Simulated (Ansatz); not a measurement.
`F[Si]O[SiH3]`, 7 atoms. The species carries charge 0 and has multiplicity 1. All runs use 2 threads of a server CPU on a shared host. Correlated methods freeze the cores.

(1) How many basis functions does each run have, and how long does it take in Ansatz? RHF-CCSD(T)/def2-TZVPP energy; RKS ωB97M-V/def2-SVP energy; RKS PBE0-D4/def2-TZVP frequencies; RKS ωB97M-V/def2-QZVPP energy; RHF-MP2/def2-QZVPP energy; RKS PBE0-D4/def2-SVP energy; RKS r2SCAN0-D4/def2-TZVPP energy; RKS HSE06-D4/def2-TZVPP energy; RKS B3LYP-D4/def2-TZVPP energy and forces; RHF-CCSD(T)/def2-SVP energy; RKS PBE0-D4/def2-TZVP relaxation (31 steps); RKS PBE0-D4/def2-QZVPP energy. (An estimate is asked.)

## Answers

(1) Ansatz gave: Other jobs shared the machine, so times are rough.

| level | job | functions | wall time | peak host memory (GiB) |
| --- | --- | --- | --- | --- |
| RKS PBE0-D4/def2-SVP | energy | 79 | 1.1 s | 0.15 |
| RHF-CCSD(T)/def2-SVP | energy | 79 | 2.8 s | 0.22 |
| RKS HSE06-D4/def2-TZVPP | energy | 188 | 3.1 s | 0.44 |
| RKS B3LYP-D4/def2-TZVPP | energy and forces | 188 | 3.8 s | 0.42 |
| RKS ωB97M-V/def2-SVP | energy | 79 | 3.8 s | 0.23 |
| RKS r2SCAN0-D4/def2-TZVPP | energy | 188 | 4.7 s | 0.44 |
| RKS PBE0-D4/def2-QZVPP | energy | 344 | 8.5 s | 0.93 |
| RKS ωB97M-V/def2-QZVPP | energy | 344 | 17 s | 1.1 |
| RHF-MP2/def2-QZVPP | energy | 344 | 23 s | 1.3 |
| RHF-CCSD(T)/def2-TZVPP | energy | 188 | 37 s | 1.9 |
| RKS PBE0-D4/def2-TZVP | frequencies | 154 | 80 s | 0.35 |
| RKS PBE0-D4/def2-TZVP | relaxation (31 steps) | 154 | 84 s | 0.34 |

B3LYP here is the variant with VWN-RPA as its local correlation; programs differ in this. HSE06 is defined as in plane-wave codes.
